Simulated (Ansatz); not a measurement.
Relaxation of Cl$_{2}$F$_{2}$Ti (5 atoms, charge 0, multiplicity 1), to a largest force component of 0.02 eV/Å in at most 40 steps.

These are results of RKS LDA/def2-SVP (Ansatz 0.2.0), not measurements.

```xyz
5
Properties=species:S:1:pos:R:3:forces:R:3
Ti 0.000 0.000 0.000 0.31 -0.51 -0.41
Cl 0.000 0.000 2.370 0.00 -0.01 -2.64
F 1.726 0.000 -0.609 -3.10 0.00 1.09
Cl -1.116 1.934 -0.789 1.24 -2.15 0.87
F -0.862 -1.493 -0.609 1.54 2.67 1.09
```

Task: Where does it end, and by what steps?

Result: The run converged. After 4 steps the energy has fallen by 1.105 eV; Cl2 moved furthest, 0.20 Å.

```json
{"step": "0", "energy less start (eV)": "0.0000", "largest force component (eV/Å)": "3.101", "accepted": "yes"}
{"step": "1", "energy less start (eV)": "-1.0594", "largest force component (eV/Å)": "1.105", "accepted": "yes"}
{"step": "2", "energy less start (eV)": "-1.1046", "largest force component (eV/Å)": "0.092", "accepted": "yes"}
{"step": "3", "energy less start (eV)": "-1.1051", "largest force component (eV/Å)": "0.020", "accepted": "yes"}
{"step": "4", "energy less start (eV)": "-1.1052", "largest force component (eV/Å)": "0.004", "accepted": "yes"}
```

```xyz
5
Properties=species:S:1:pos:R:3
Ti -0.012 0.022 0.018
Cl -0.006 0.011 2.169
F 1.602 0.014 -0.557
Cl -1.024 1.774 -0.710
F -0.812 -1.380 -0.557
```

Whether the end is a true minimum wasn't checked by a vibrational analysis.

Run time: 6.9 s on 2 threads of Arm Neoverse V1, with other jobs on the host, peak memory 0.14 GiB.
